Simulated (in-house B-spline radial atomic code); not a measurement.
Results of a calculation; reference values are marked as such.
Making a Troullier-Martins s channel for Nb, r_c = 3.54 bohr

Nb, [Kr] 4d4 5s1, non-relativistic LDA (VWN5), spherical and spin-unpolarised, from a B-spline radial code for spherical atoms (atomic units). The all-electron 5s level is ε = -0.144272 hartree, its outermost node lies just inside 1.45 bohr and its outer maximum at 3.14 bohr.

Inside r_c the pseudo-orbital is u(r) = r^1 exp(p(r)), with p = c0 + c2 r² + c4 r⁴ + … + c12 r¹². The seven coefficients follow from p and its first four derivatives at r_c, from zero curvature of the screened potential at the origin, c4 = −c2²/(2l + 5), and from the norm inside r_c. At r_c the all-electron orbital has P = 0.5565167, P' = -0.06889794, the screened potential V = -0.2649158, V' = 0.1569224, V'' = -0.1473861, and the norm inside is Q = 0.4807081.

Question: What are p, p' and p'' at r_c?

Answer: p = ln(P/r_c^1) = ln(0.5565167/3.54) = -1.85018. p' = P'/P − 1/r_c = -0.12380 − 0.28249 = -0.40629. The radial equation gives p'' = 2(V − ε) − 2(1) p'/r_c − p'² = -0.24129 − (-0.22954) − 0.16507 = -0.17682. Differentiating, p''' = 2V' + 2(1)p'/r_c² − 2(1)p''/r_c − 2p'p'' = 0.20522, and p'''' = 2V'' − 4(1)p'/r_c³ + 4(1)p''/r_c² − 2(1)p'''/r_c − 2p''² − 2p'p''' = -0.32629.

For a trial c2 the five matching conditions are linear in c0, c6, c8, c10 and c12, and c2 is varied until the norm inside r_c equals Q. The root nearest zero gives:

```tsv
n	c_n
0	-2.354262
2	0.2383129
4	-0.01135861
6	-0.003091275
8	0.0004115033
10	-1.973704e-05
12	3.45035e-07
```

Question: Check c4 and p(r_c), and find the screened pseudopotential at the origin.

Answer: −c2²/5 = -0.0113586, as listed. The terms c_n r_c^n are -2.35426, 2.98644, -1.78377, -6.08355, 10.14844, -6.09979, 1.33629, which sum to -1.85019. Inverting the radial equation, V_l(r) = ε + 1 p'/r + (p'' + p'²)/2, so V_l(0) = ε + (2l + 3) c2 = -0.144272 + 3 × (0.238313) = 0.5707 hartree, finite where the all-electron potential diverges.

Orbitals and screened potentials:

```
r (bohr)         P        u  V all-electron  V pseudo
   0.354    0.1598  0.03463          -39.59    0.5693
   0.885   -0.2599   0.1005          -6.687    0.5214
   1.416  -0.01709   0.2033          -2.299    0.2968
   1.947    0.3173   0.3515          -1.051   -0.1277
   2.478    0.5055   0.4985          -0.585   -0.4522
   3.009    0.5688   0.5678         -0.3755   -0.4078
    3.54    0.5565   0.5565         -0.2649   -0.2649
```

Logarithmic derivatives P'/P at R = 3.84 bohr, for energies E around ε:

```
E − ε (hartree)  all-electron     pseudo
           -0.5      0.840252   0.834973
          -0.25      0.473015   0.469461
           -0.1      0.140109   0.138868
              0     -0.190956  -0.190957
            0.1     -0.726104  -0.731617
           0.25      -3.19083   -3.48645
            0.5       3.25454    2.54123
```

Question: With P(R) = 0.5306087 and a norm of 0.5696271 inside R, what slope in energy does norm conservation fix?

Answer: d(P'/P)/dE = −2 × (norm inside R)/P(R)² = -4.0464 per hartree·bohr at E = ε, for both atoms, since orbital and norm agree at R. Differences over ±0.1 hartree give -4.3311 (all-electron) and -4.3524 (pseudo), which also hold third-order terms. Half a hartree below ε the two curves differ by -0.0053.
